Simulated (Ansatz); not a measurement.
Isolated molecules relaxed with PBE0-D4/def2-TZVP in Ansatz; ΔE leaves out vibrations. CCSD(T)/CBS adds triple-zeta CCSD(T) − MP2 to the extrapolated MP2 energy (def2 sets, frozen cores). This one scheme is used for every species. Functionals use def2-TZVPP. Elements past krypton have def2 core potentials. For Sn outer-core shells are correlated without core-valence functions, which leaves a few kJ/mol of doubt a bond. Each species was taken in one conformer, which may not be the lowest.

`[OH][Sn]([OH])([Cl])[Cl]` → Cl₂ + `[OH][Sn][OH]`  (stannylene formation by 1,1-elimination)

| level | ΔE (kJ/mol) |
| --- | --- |
| BLYP-D4 | 246.0 |
| r2SCANh-D4 | 310.6 |
| B2PLYP | 282.3 |
| PBE0 | 291.4 |
| BHLYP | 295.8 |
| LC-ωPBE | 314.7 |
| HF/def2-QZVPP | 327.1 |
| SCS-MP2/def2-QZVPP | 302.9 |

Problem. What does CCSD(T)/CBS give? (An estimate is asked.)

Solution. Computed: +304.6 kJ/mol. The listed levels differ from it by -58.6, 6.0, -22.3, -13.2, -8.8, 10.1, 22.5, -1.7 kJ/mol.

Largest T1 diagnostic among the species: 0.018.

From PBE to PBE0 (25 % exact exchange), in def2-TZVPP and without D4, ΔE moves by +31.7 kJ/mol. The D4 term adds +14.9 kJ/mol with B3LYP and +8.4 kJ/mol with PBE0; it sums over pairs of atoms, weighted by their polarisabilities, and B3LYP, whose exchange is more repulsive, gets the larger term.

B3LYP here is the variant with VWN-RPA as its local correlation; programs differ in this.
